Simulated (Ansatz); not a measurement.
Name a neutral molecule of C, P and H with size of the dipole moment (ωB97M-V/def2-TZVPP) between 1.00 and 1.30 D and HOMO energy (PBE0/def2-TZVPP) between -6.15 and -5.85 eV (Ansatz, PBE0-D4/def2-TZVP geometry).

`CC(C)P(C(C)C)C(C)(C)C` (1.23 D, -5.99 eV); `CCP(C(C)(C)C)C(C)(C)C` (1.16 D, -5.99 eV). Other molecules can fit too; these were computed, each in one conformer that needn't be the lowest.
